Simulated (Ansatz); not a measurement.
Geometry optimisation, Ansatz 0.2.0, RKS PBE0-D4/def2-SVP.

Input file:

```yaml
crystal:
  periodic: [false, false, false]
  atoms:
    - { symbol: F, position_ang: [-1.439908, -0.816624, -1.634037] }
    - { symbol: C, position_ang: [0.604141, -0.089629, -0.128552] }
    - { symbol: C, position_ang: [-0.072384, 1.235706, 0.077245] }
    - { symbol: F, position_ang: [-0.492609, 1.761381, -1.067111] }
    - { symbol: F, position_ang: [0.781698, 2.107916, 0.627102] }
    - { symbol: F, position_ang: [-1.119225, 1.134594, 0.900395] }
    - { symbol: H, position_ang: [1.183111, -0.165978, -1.053596] }
    - { symbol: C, position_ang: [0.57491, -1.062492, 0.782198] }
    - { symbol: H, position_ang: [1.126004, -1.994534, 0.630422] }
    - { symbol: H, position_ang: [0.00145, -0.954963, 1.707794] }
    - { symbol: H, position_ang: [-1.147187, -1.155277, -0.841959] }
basis:
  gaussian: { orbitals: def2-SVP }
hamiltonian:
  xc: pbe0
  dispersion: d4
relax:
  f_tol: 0.03
  max_steps: 50
output:
  orbitals: {}
```

Command:

```bash
$ ansatz run input.yaml --threads 2 --pin off --max-ram 3072MiB --backend cpu --events-out ev --progress --plain --runs-dir out
```

Q: Where does it end, and by what steps?

A: It converged. After 46 steps the energy has fallen by 0.157 eV; H7 moved furthest, 1.13 Å.

```
step  energy less start (eV)  largest force component (eV/Å)  accepted
   0                  0.0000                           0.956       yes
   2                 -0.0442                           0.276       yes
   4                 -0.0507                           0.151       yes
   6                 -0.0577                           0.221       yes
   8                 -0.0601                           0.289       yes
  10                 -0.0489                           1.192        no
  12                 -0.0668                           0.197       yes
  14                 -0.0683                           0.131       yes
  16                 -0.0729                           0.088       yes
  18                 -0.0747                           0.041       yes
  20                 -0.0758                           0.108       yes
  22                 -0.0773                           0.243       yes
  24                 -0.0787                           0.067       yes
  26                 -0.0586                           1.447        no
  28                 -0.0600                           0.246        no
  30                 -0.0860                           0.255       yes
  32                 -0.0955                           0.509       yes
  34                 -0.1032                           1.413        no
  36                 -0.1408                           0.434       yes
  38                 -0.1522                           0.069       yes
  40                 -0.1556                           0.087       yes
  42                 -0.1564                           0.038       yes
  44                 -0.1569                           0.072       yes
  46                 -0.1572                           0.023       yes
```

```xyz
11
Properties=species:S:1:pos:R:3
F -2.001 -1.109 -0.972
C 0.971 -0.001 0.142
C 0.025 1.148 0.039
F -0.537 1.199 -1.203
F 0.644 2.313 0.211
F -0.982 1.079 0.902
H 1.955 0.179 -0.301
C 0.624 -1.163 0.687
H 1.330 -1.996 0.723
H -0.377 -1.322 1.095
H -1.651 -0.327 -1.324
```

Run time: 2.2 min on 2 threads of Arm Neoverse V2, with other jobs on the host, peak memory 0.29 GiB.
